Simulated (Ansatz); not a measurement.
Reaction (cleavage of the B–Al bond): `F[B]([AlH2])[SiH3]` + HBr → `FB([SiH3])Br` + `[AlH3]`

Gas-phase electronic energies from Ansatz, PBE0-D4/def2-TZVP geometries. CCSD(T)/CBS adds triple-zeta CCSD(T) − MP2 to the extrapolated MP2 energy (def2 sets, frozen cores). This one scheme is used for every species. DFT in def2-TZVPP. B3LYP here is the variant with VWN-RPA as its local correlation; programs differ in this. For Br outer-core shells are correlated without core-valence functions, which leaves a few kJ/mol of doubt a bond. Scalar relativity is left out up to krypton.

| level | ΔE (kcal/mol) |
| --- | --- |
| B2PLYP | -32.1 |
| B3LYP | -30.6 |

Task: What does CCSD(T)/CBS give? (An estimate is asked.)

Result: The calculation gave: -31.8 kcal/mol. The listed levels differ from it by -0.3, 1.2 kcal/mol.

Largest T1 diagnostic among the species: 0.015.

From BLYP to BHLYP (50 % exact exchange), in def2-TZVPP and without D4, ΔE moves by −2.2 kcal/mol. Leaving LDA and LC-ωPBE aside and taking each functional with its dispersion term where it has one, the values, not all of them listed here, spread over 4.9 kcal/mol, from B97M-V to PBE-D4. LDA lies −1.0 kcal/mol from PBE without D4. At CCSD(T), def2-SVP lies −0.7 kcal/mol from the extrapolated value and def2-TZVPP +0.2 kcal/mol.
